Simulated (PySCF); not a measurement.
C₄H₇O₂, SMILES CCOC(=O)[CH2], multiplicity 2. Geometry optimised at PBE-D3(BJ)/def2-SVP. The isomer is the one that the SMILES or the coordinates give; other isomers of the formula were not compared. Other conformers were not sampled.

Computed equilibrium geometry at PBE-D3(BJ)/def2-SVP (PySCF confirms it by a frequency run) as bond lengths and angles (one conformer of several):
Atoms: C1 C2 O3 O4 C5 C6 H7 H8 H9 H10 H11 H12 H13. Bonds (Å): C1–C2 1.452, C1–H7 1.099, C1–H8 1.098, C2–O3 1.228, C2–O4 1.369, O4–C5 1.441, C5–C6 1.522, C5–H9 1.110, C5–H10 1.108, C6–H11 1.107, C6–H12 1.108, C6–H13 1.109. Bond angles (°): C2–C1–H7 121.0, C2–C1–H8 118.1, H7–C1–H8 120.9, C1–C2–O3 125.0, C1–C2–O4 111.3, O3–C2–O4 123.7, C2–O4–C5 115.8, O4–C5–C6 111.8, O4–C5–H9 108.9, O4–C5–H10 104.7, C6–C5–H9 110.6, C6–C5–H10 111.5, H9–C5–H10 109.3, C5–C6–H11 110.5, C5–C6–H12 111.0, C5–C6–H13 110.0, H11–C6–H12 108.9, H11–C6–H13 108.1, H12–C6–H13 108.3.
Charge 0, spin multiplicity 2.
